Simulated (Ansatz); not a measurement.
One change: `O=C([SeH])O[SiH3]` becomes `O=C(O[SiH3])[SiH2]F`.

Ansatz, PBE0-D4/def2-TZVP geometries, multiplicity 1. Each molecule was computed in one conformer, which needn't be the lowest.

Scalar relativity is left out up to krypton.

| property | `O=C([SeH])O[SiH3]` |
| --- | --- |
| LUMO energy (B3LYP/def2-TZVPP) / eV | -0.67 |
| size of the dipole moment (ωB97M-V/def2-TZVPP) / D | 2.14 |
| LUMO energy (ωB97M-V/def2-TZVPP) / eV | 1.45 |
| LUMO energy (PBE0/def2-TZVPP) / eV | -0.42 |
| HOMO energy (ωB97M-V/def2-TZVPP) / eV | -9.73 |
| HOMO–LUMO gap (PBE/def2-TZVPP) / eV | 5.00 |

Task: What does the change do to each property? (Best estimate.)

Result: The calculation gave: 
```json
{"property": "LUMO energy (B3LYP/def2-TZVPP) / eV", "`O=C(O[SiH3])[SiH2]F`": "-1.40", "shift": "-0.73"}
{"property": "size of the dipole moment (ωB97M-V/def2-TZVPP) / D", "`O=C(O[SiH3])[SiH2]F`": "0.40", "shift": "-1.74"}
{"property": "LUMO energy (ωB97M-V/def2-TZVPP) / eV", "`O=C(O[SiH3])[SiH2]F`": "1.08", "shift": "-0.37"}
{"property": "LUMO energy (PBE0/def2-TZVPP) / eV", "`O=C(O[SiH3])[SiH2]F`": "-1.16", "shift": "-0.74"}
{"property": "HOMO energy (ωB97M-V/def2-TZVPP) / eV", "`O=C(O[SiH3])[SiH2]F`": "-10.60", "shift": "-0.87"}
{"property": "HOMO–LUMO gap (PBE/def2-TZVPP) / eV", "`O=C(O[SiH3])[SiH2]F`": "4.54", "shift": "-0.46"}
```

Dipoles are sizes alone; their direction can turn.

B3LYP here is the variant with VWN-RPA as its local correlation; programs differ in this.

Spin–orbit coupling is left out; it splits and shifts lone-pair levels of the heavy atoms by tenths of an eV.
